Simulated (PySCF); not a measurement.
PySCF input file for Co(OH)3 (CoH3O3), SMILES [Co]([OH])([OH])[OH] (connectivity only; charge and spin as stated), neutral, multiplicity 5, TDA-CAM-B3LYP/def2-SVPD. The structure is a stationary point at PBE-D3(BJ)/def2-SVP. The multiplicity is an assumed one; other spin states were not compared. Other conformers were not sampled.

```python
import numpy as np
from pyscf import gto, scf, dft, tdscf

mol = gto.M(
    atom='''
    Co    0.00776009    0.00303009    0.00000000
    O     1.16922468   -1.35298940    0.00000000
    H     0.84058087   -2.27217021   -0.00000000
    O     0.72948237    1.63522193   -0.00000000
    H     0.09239675    2.37753982    0.00000001
    O    -1.76057297   -0.17790443    0.00000000
    H    -2.24757280   -1.02180684   -0.00000000
    ''',
    basis='def2-SVPD',
    charge=0,
    spin=4,
    max_memory=1600,
    verbose=4,
)
mf = dft.UKS(mol, xc='cam-b3lyp').density_fit(auxbasis='def2-universal-jkfit')
mf.grids.level = 3
mf.conv_tol = 1e-9
mf.max_cycle = 100
mf.kernel()
fine, coarse = mf.grids, dft.Grids(mol).set(level=1).build(with_non0tab=True)
for _ in range(3):  # follow internal instabilities
    mf.grids = coarse
    mo, _, stable, _ = mf.stability(return_status=True, nroots=4)
    mf.grids = fine
    if stable:
        break
    mf.kernel(mf.make_rdm1(mo, mf.mo_occ))
mf.grids = dft.Grids(mol).set(level=1).build(with_non0tab=True)  # coarser grid for the response kernel
td = tdscf.TDA(mf)
td.nstates = 10
td.conv_tol = 1e-4
td.positive_eig_threshold = 1e-6
td.kernel(x0=td.get_init_guess(mf, 15))
td.analyze()
```

It prints:

```
[...]
  HOMO = -0.351616878999  LUMO = -0.346732760536  gap/eV = 0.13290
cycle= 29 E= -1609.71530011374  delta_E= -23.8  |g|= 0.591  |ddm|= 31.8
  alpha nocc = 29  HOMO = -0.188932496278054  LUMO = 0.0615049744696075
  beta  nocc = 25  HOMO = -0.153820917039198  LUMO = 0.00955740534383231
  HOMO = -0.153820917039  LUMO = 0.00955740534383  gap/eV = 4.44575
cycle= 30 E= -1609.66709405242  delta_E= 0.0482  |g|=  0.9  |ddm|=    1
  alpha nocc = 29  HOMO = -0.277732345694819  LUMO = 0.0266584046217675
  beta  nocc = 25  HOMO = -0.238487778013058  LUMO = -0.0205683504477125
  HOMO = -0.238487778013  LUMO = -0.0205683504477  gap/eV = 5.92989
cycle= 31 E= -1609.81109364415  delta_E= -0.144  |g|= 0.631  |ddm|= 0.319
  alpha nocc = 29  HOMO = -0.322853690263437  LUMO = 0.00971890232565631
  beta  nocc = 25  HOMO = -0.302437807951374  LUMO = -0.0474263038863025
  HOMO = -0.302437807951  LUMO = -0.0474263038863  gap/eV = 6.93922
cycle= 32 E= -1609.89441688864  delta_E= -0.0833  |g|= 0.396  |ddm|= 0.238
  alpha nocc = 29  HOMO = -0.380710033885221  LUMO = 0.00204818718975197
  beta  nocc = 25  HOMO = -0.375447514399823  LUMO = -0.101137713861066
  HOMO = -0.3754475144  LUMO = -0.101137713861  gap/eV = 7.46435
cycle= 33 E= -1609.95039484662  delta_E= -0.056  |g|= 0.0578  |ddm|= 0.314
  alpha nocc = 29  HOMO = -0.375406728927704  LUMO = 0.00296753366673119
  beta  nocc = 25  HOMO = -0.37854817426521  LUMO = -0.0965021319360345
  HOMO = -0.375406728928  LUMO = -0.096502131936  gap/eV = 7.58938
cycle= 34 E= -1609.95177854234  delta_E= -0.00138  |g|= 0.0359  |ddm|= 0.0648
  alpha nocc = 29  HOMO = -0.378787624555391  LUMO = 0.00229826872989847
  beta  nocc = 25  HOMO = -0.381068333988781  LUMO = -0.0959220452710128
  HOMO = -0.378787624555  LUMO = -0.095922045271  gap/eV = 7.69716
cycle= 35 E= -1609.95244059287  delta_E= -0.000662  |g|= 0.0104  |ddm|= 0.0327
  alpha nocc = 29  HOMO = -0.37884451370267  LUMO = 0.00232565140722674
  beta  nocc = 25  HOMO = -0.383126158416259  LUMO = -0.0959468266051244
  HOMO = -0.378844513703  LUMO = -0.0959468266051  gap/eV = 7.69804
cycle= 36 E= -1609.9526632032  delta_E= -0.000223  |g|= 0.00989  |ddm|= 0.0219
  alpha nocc = 29  HOMO = -0.379013069163562  LUMO = 0.00233824915573155
  beta  nocc = 25  HOMO = -0.384489386909162  LUMO = -0.0955584521455066
  HOMO = -0.379013069164  LUMO = -0.0955584521455  gap/eV = 7.71319
cycle= 37 E= -1609.95292343505  delta_E= -0.00026  |g|= 0.00408  |ddm|= 0.0336
  alpha nocc = 29  HOMO = -0.378933907866696  LUMO = 0.00247575410380829
  beta  nocc = 25  HOMO = -0.385637258018083  LUMO = -0.095683797163281
  HOMO = -0.378933907867  LUMO = -0.0956837971633  gap/eV = 7.70763
cycle= 38 E= -1609.9530385982  delta_E= -0.000115  |g|= 0.00205  |ddm|= 0.0304
  alpha nocc = 29  HOMO = -0.379105483314539  LUMO = 0.00244664490751578
  beta  nocc = 25  HOMO = -0.385992185988629  LUMO = -0.0961906573801432
  HOMO = -0.379105483315  LUMO = -0.0961906573801  gap/eV = 7.69850
cycle= 39 E= -1609.95306249329  delta_E= -2.39e-05  |g|= 0.0013  |ddm|= 0.0129
  alpha nocc = 29  HOMO = -0.379091508057231  LUMO = 0.00248109952462094
  beta  nocc = 25  HOMO = -0.385958218633891  LUMO = -0.0964535161514162
  HOMO = -0.379091508057  LUMO = -0.0964535161514  gap/eV = 7.69097
cycle= 40 E= -1609.95307343433  delta_E= -1.09e-05  |g|= 0.000993  |ddm|= 0.00947
  alpha nocc = 29  HOMO = -0.379013021864828  LUMO = 0.00250976389410962
  beta  nocc = 25  HOMO = -0.385796447582241  LUMO = -0.0964604099241093
  HOMO = -0.379013021865  LUMO = -0.0964604099241  gap/eV = 7.68865
cycle= 41 E= -1609.95307722915  delta_E= -3.79e-06  |g|= 0.000743  |ddm|= 0.00454
  alpha nocc = 29  HOMO = -0.379072924245935  LUMO = 0.00251270074728183
  beta  nocc = 25  HOMO = -0.385863852319797  LUMO = -0.0967753935658484
  HOMO = -0.379072924246  LUMO = -0.0967753935658  gap/eV = 7.68171
cycle= 42 E= -1609.95307893318  delta_E= -1.7e-06  |g|= 0.000471  |ddm|= 0.0037
  alpha nocc = 29  HOMO = -0.378982584448388  LUMO = 0.00253710215547986
  beta  nocc = 25  HOMO = -0.385767568760508  LUMO = -0.0968813178222394
  HOMO = -0.378982584448  LUMO = -0.0968813178222  gap/eV = 7.67637
cycle= 43 E= -1609.95307986254  delta_E= -9.29e-07  |g|= 0.00018  |ddm|= 0.00313
  alpha nocc = 29  HOMO = -0.378971890243594  LUMO = 0.00254487585658136
  beta  nocc = 25  HOMO = -0.385763056843135  LUMO = -0.0969575870675463
  HOMO = -0.378971890244  LUMO = -0.0969575870675  gap/eV = 7.67400
cycle= 44 E= -1609.95308001027  delta_E= -1.48e-07  |g|= 0.000116  |ddm|= 0.000988
  alpha nocc = 29  HOMO = -0.378959079033641  LUMO = 0.00254876620895939
  beta  nocc = 25  HOMO = -0.385751809278544  LUMO = -0.0970010320935284
  HOMO = -0.378959079034  LUMO = -0.0970010320935  gap/eV = 7.67247
cycle= 45 E= -1609.95308006966  delta_E= -5.94e-08  |g|= 7.29e-05  |ddm|= 0.000619
  alpha nocc = 29  HOMO = -0.378947951212365  LUMO = 0.00255212385728498
  beta  nocc = 25  HOMO = -0.385754470451849  LUMO = -0.0970237259684295
  HOMO = -0.378947951212  LUMO = -0.0970237259684  gap/eV = 7.67155
cycle= 46 E= -1609.95308009255  delta_E= -2.29e-08  |g|= 5.1e-05  |ddm|= 0.000387
  alpha nocc = 29  HOMO = -0.378950943719009  LUMO = 0.00255194326039376
  beta  nocc = 25  HOMO = -0.385753342997003  LUMO = -0.0970296161573945
  HOMO = -0.378950943719  LUMO = -0.0970296161574  gap/eV = 7.67147
cycle= 47 E= -1609.9530801021  delta_E= -9.55e-09  |g|= 3.35e-05  |ddm|= 0.000199
  alpha nocc = 29  HOMO = -0.378948875160393  LUMO = 0.00255294804512118
  beta  nocc = 25  HOMO = -0.385752907579209  LUMO = -0.0970367594402237
  HOMO = -0.37894887516  LUMO = -0.0970367594402  gap/eV = 7.67122
cycle= 48 E= -1609.95308010821  delta_E= -6.11e-09  |g|= 2.76e-05  |ddm|= 0.000217
  alpha nocc = 29  HOMO = -0.378950097464288  LUMO = 0.00255258988373619
  beta  nocc = 25  HOMO = -0.385752648951043  LUMO = -0.097034166138779
  HOMO = -0.378950097464  LUMO = -0.0970341661388  gap/eV = 7.67132
cycle= 49 E= -1609.95308011201  delta_E= -3.8e-09  |g|= 1.77e-05  |ddm|= 0.000196
  alpha nocc = 29  HOMO = -0.378949518498187  LUMO = 0.00255289679994863
  beta  nocc = 25  HOMO = -0.385751551150157  LUMO = -0.0970355903718758
  HOMO = -0.378949518498  LUMO = -0.0970355903719  gap/eV = 7.67127
cycle= 50 E= -1609.95308011301  delta_E= -9.94e-10  |g|= 4.88e-06  |ddm|= 0.000126
  alpha nocc = 29  HOMO = -0.378949794137189  LUMO = 0.00255281546199804
  beta  nocc = 25  HOMO = -0.385751932588406  LUMO = -0.09703494369049
  HOMO = -0.378949794137  LUMO = -0.0970349436905  gap/eV = 7.67129
Extra cycle  E= -1609.95308011307  delta_E= -6.18e-11  |g|= 4.84e-06  |ddm|= 1.27e-05
converged SCF energy = -1609.95308011307  <S^2> = 6.017291  2S+1 = 5.0069116
tot grids = 30520
uhf_internal: lowest eigs of H = [0.04159263 0.04761068 0.10053512 0.12386392]
<class 'pyscf.df.df_jk.DFUKS'> wavefunction is stable in the internal stability analysis
tot grids = 30520
Overwritten attributes  positive_eig_threshold  of <class 'pyscf.tdscf.uks.TDA'>


******** <class 'pyscf.tdscf.uks.TDA'> for <class 'pyscf.df.df_jk.DFUKS'> ********
nstates = 10
deg_eia_thresh = 1.000e-03
wfnsym = None
conv_tol = 0.0001
eigh lindep = 1e-12
eigh level_shift = 0
eigh max_cycle = 100


Excitation energies (eV)
[0.90213451 0.92723564 1.50598096 1.81466636 3.12812237 3.16666984
 3.31295849 3.394386   3.41200518 3.51211438]

** Excitation energies and oscillator strengths **
Excited State   1:      0.90213 eV   1374.34 nm  f=0.0000
      16b ->   28b      0.11173
      19b ->   28b     -0.32432
      20b ->   28b     -0.42838
      22b ->   28b      0.10997
      24b ->   28b     -0.82403
Excited State   2:      0.92724 eV   1337.14 nm  f=0.0000
      19b ->   26b     -0.36298
      20b ->   26b     -0.41473
      24b ->   26b     -0.81718
Excited State   3:      1.50598 eV    823.28 nm  f=0.0018
      19b ->   29b     -0.32371
      20b ->   29b     -0.38801
      24b ->   27b      0.20589
      24b ->   29b     -0.80285
Excited State   4:      1.81467 eV    683.23 nm  f=0.0028
      19b ->   27b     -0.31460
      20b ->   27b     -0.40557
      20b ->   29b     -0.10953
      22b ->   27b      0.11910
      24b ->   27b     -0.79433
      24b ->   29b     -0.19759
Excited State   5:      3.12812 eV    396.35 nm  f=0.0000
      21b ->   27b      0.27560
      22b ->   26b     -0.35012
      23b ->   27b      0.31522
      23b ->   29b     -0.58723
      25b ->   27b     -0.43514
      25b ->   29b      0.34512
Excited State   6:      3.16667 eV    391.53 nm  f=0.0104
      19b ->   29b      0.14623
      21b ->   26b     -0.28172
      21b ->   28b      0.15711
      22b ->   27b     -0.45951
      22b ->   29b      0.23328
      23b ->   26b     -0.32347
      23b ->   28b     -0.27725
      25b ->   26b      0.62528
Excited State   7:      3.31296 eV    374.24 nm  f=0.0007
      19b ->   28b     -0.13632
      21b ->   27b      0.11617
      22b ->   26b     -0.68905
      23b ->   27b     -0.61487
      25b ->   29b     -0.25787
Excited State   8:      3.39439 eV    365.26 nm  f=0.0006
      19b ->   26b      0.10598
      21b ->   27b      0.14796
      21b ->   29b     -0.18602
      22b ->   26b      0.52811
      22b ->   28b     -0.11016
      23b ->   27b     -0.57217
      23b ->   29b     -0.26127
      25b ->   27b     -0.47296
Excited State   9:      3.41201 eV    363.38 nm  f=0.0113
      19b ->   27b      0.24970
      21b ->   26b     -0.28778
      21b ->   28b     -0.17460
      22b ->   27b     -0.18054
      22b ->   29b     -0.30829
      23b ->   26b      0.68250
      23b ->   28b     -0.34403
      24b ->   27b     -0.19996
      25b ->   26b      0.10939
      25b ->   28b     -0.18906
Excited State  10:      3.51211 eV    353.02 nm  f=0.0000
      21b ->   27b     -0.45803
      21b ->   29b     -0.83132
      22b ->   26b     -0.13186
      25b ->   29b      0.21139

** Transition electric dipole moments (AU) **
state          X           Y           Z        Dip. S.      Osc.
  1        -0.0000      0.0000      0.0071      0.0000      0.0000
  2         0.0000      0.0000      0.0077      0.0001      0.0000
  3         0.0188      0.2177      0.0000      0.0477      0.0018
  4        -0.2473      0.0294      0.0000      0.0620      0.0028
  5        -0.0000     -0.0000      0.0021      0.0000      0.0000
  6        -0.0627     -0.3609     -0.0000      0.1341      0.0104
  7         0.0000     -0.0000      0.0901      0.0081      0.0007
  8         0.0000      0.0000     -0.0833      0.0069      0.0006
  9         0.3634     -0.0544      0.0000      0.1350      0.0113
 10        -0.0000      0.0000     -0.0035      0.0000      0.0000

** Transition velocity dipole moments (imaginary part, AU) **
state          X           Y           Z        Dip. S.      Osc.
  1         0.0000     -0.0000     -0.0003      0.0000      0.0000
  2        -0.0000     -0.0000     -0.0006      0.0000      0.0000
  3         0.0017     -0.0037     -0.0000      0.0000      0.0002
  4         0.0095     -0.0003      0.0000      0.0001      0.0009
  5         0.0000      0.0000      0.0189      0.0004      0.0021
  6         0.0097      0.0065     -0.0000      0.0001      0.0008
  7        -0.0000      0.0000     -0.0123      0.0002      0.0008
  8        -0.0000      0.0000      0.0237      0.0006      0.0030
  9        -0.0184      0.0007     -0.0000      0.0003      0.0018
 10         0.0000     -0.0000     -0.0119      0.0001      0.0007

** Transition magnetic dipole moments (imaginary part, AU) **
state          X           Y           Z
  1         0.2263      1.3485      0.0000
  2        -1.1997      0.1907     -0.0000
  3         0.0000     -0.0000     -0.0757
  4        -0.0000     -0.0000     -0.1087
  5         0.3264     -0.0176      0.0000
  6        -0.0000     -0.0000      0.1435
  7        -0.5750      0.5123      0.0000
  8        -0.0325     -0.6904      0.0000
  9         0.0000      0.0000      0.0997
 10         0.3262      0.0709      0.0000
```

The run converged.

Cost: very roughly 2.1 core-minutes.
